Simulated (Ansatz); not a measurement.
System: C₂H₁₀NSi₂, net charge 0, doublet state. It need not be the lowest isomer of its formula. SMILES: C[SiH](C)N[SiH2]
Coordinates optimised at B3LYP-D3(BJ)/def2-TZVP (Ansatz, a program for electronic structure):
```
Si
N 1 1.7443
H 2 1.0119 1 116.03
Si 2 1.7306 3 115.19 1 174.28
H 1 1.4835 2 105.60 3 162.05
H 4 1.4893 2 107.69 3 157.71
H 4 1.4934 6 110.06 2 118.57
C 1 1.8716 5 109.34 2 -119.71
H 8 1.0916 1 110.76 5 58.56
H 8 1.0929 9 107.87 1 -121.71
H 8 1.0929 9 108.12 10 -116.35
C 1 1.8717 5 110.46 2 118.92
H 12 1.0914 1 111.13 5 -56.95
H 12 1.0924 13 108.15 1 -122.06
H 12 1.0933 13 107.98 14 -116.01
```
Charge 0, spin multiplicity 2.

Parts of the frozen-core correlation energy in STO-3G (Ansatz, hartree). Frozen orbitals: 13; correlated occupied orbitals by spin: 16 and 15; virtual: 14 and 15. Open shells are spin-unrestricted. Spin-orbit coupling is left out. No relativistic terms.

| term | value |
|---|---|
| reference (HF) | -705.60709 |
| MP2 opposite-spin | -0.19522 |
| MP2 same-spin | -0.02495 |
| CCSD correlation | -0.29156 |
| (T) | -0.00331 |
| T1 diagnostic | 0.013 |
| largest doubles amplitude | 0.035 |
| <S^2> of the reference | 0.752 |
